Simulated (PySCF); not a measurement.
Correlation energy of Ir (iridium, neutral)

[Xe] 4f14 5d7 6s1 6p1, one real determinant (an excited configuration). All numbers are calculated (PySCF 2.14, the spin-free X2C one-electron Hamiltonian (Gaussian nucleus), in ANO-RCC-VTZP (8s7p5d3f1g, 84 functions)). Frozen: [Xe] 4f14; 9 electrons correlated.

MP2 pair energies summed by pair of shells (mhartree):

```tsv
pair	energy	share (%)
5d-5d	-135.12	74.6
5d-6s	-28.32	15.6
5d-6p	-16.08	8.9
6s-6p	-1.57	0.9
```

Total MP2 correlation energy: -181.09 mhartree.

Same-spin part -83.09 and opposite-spin part -98.01 mhartree; SCS-MP2 scales them by 1/3 and 6/5 to -145.30 mhartree.

The basis was made for the ground configuration and has no added diffuse functions, which can raise the energy of the promoted electron.

The reference is one real determinant that mixes LS terms of this configuration.
